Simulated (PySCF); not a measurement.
These are B3LYP-D3(BJ)/def2-TZVP (PySCF) values and carry that method's errors. Gas-phase values, no solvent. One relaxed conformer stands for a flexible species; it need not be the lowest. B3LYP has the VWN-RPA correlation part, as in Gaussian. Excitations are Tamm–Dancoff values on a coarser integration grid. The basis has no diffuse functions, so Rydberg states are missing or too high.

Reference species (SMILES): `N=C=[SiH]N` (neutral, multiplicity 1).

* **T1 excitation (TDA)**: 1.61 eV
* **HOMO**: -5.46 eV
* **HOMO–LUMO gap**: 3.68 eV

After one change: the T1 excitation (TDA) rises by 3.94 eV; the HOMO falls by 2.63 eV; the HOMO–LUMO gap goes up by 3.42 eV.

Question: What was changed between the two runs? The new species is one of these.
A. `N#C[SiH2]N`
B. `N=C=N[SiH3]`
C. `N#CN[SiH3]`
D. `[H]/N=C\N=[SiH2]` (N–C–N–Si torsion 87°)

Answer: A, `N#C[SiH2]N`
